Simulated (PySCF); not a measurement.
Molecule: SMILES CC[C@@H](C)[C@@H](C)F, C6H13F.

Bonds (- single, = double, # triple, : aromatic): C1-C2, C2-C3, C3-C4, C3-C5, C5-C6, C5-F7. C1 carries H8, H9, H10; C2 carries H11, H12; C3 carries H13; C4 carries H14, H15, H16; C5 carries H17; C6 carries H18, H19, H20. Stereochemistry as in CC[C@@H](C)[C@@H](C)F. H12 is pro-R; H11 is pro-S.

Frames of a GFN2-xTB Langevin trajectory at 600 K; GIAO PBE0/pcSseg-1 shieldings in PySCF 2.14, gas phase, non-relativistic; equivalent atoms averaged within each frame.

Shifts are taken against calculated references (same method and geometry level): ¹³C (σref 186.93) and ¹H (σref 31.72) against TMS; ¹⁹F (σref 170.95) against CFCl3. The references are static minima.

**Question.** How do the shifts (ppm) fluctuate along the trajectory?

**Answer.** 
```
         time (fs)     C5    C3    C2    C6    C4    C1      F7   H17   H11   H13
optimised geometry   96.2  42.9  28.3  21.6  17.2   8.0  -213.6  4.50  1.60  1.64
               250  107.3  40.8  36.0  29.4  12.9   7.1  -181.2  6.37  3.50  2.70
               425   95.3  36.3  33.8  28.7  14.0  10.8  -194.3  4.80  0.94  0.59
               625   95.2  33.9  32.6  19.6  19.6   0.6  -159.1  4.11  3.78  1.46
               800  100.9  35.1   8.1  34.2  12.2  11.9  -176.9  5.65  0.55  1.23
              1000  102.0  44.7  29.5  26.0  18.9   9.0  -183.0  6.59  1.92  2.35
    mean of frames  100.1  38.2  28.0  27.6  15.5   7.9  -178.9  5.50  2.14  1.67
standard deviation    5.1   4.5  11.3   5.4   3.5   4.5    12.8  1.05  1.46  0.85
```

5 frames give an uncertainty of the mean of about the standard deviation over 2.2 at best, since frames this close in time may not be independent; classical motion lacks zero-point vibration, and the reference would need the same averaging.
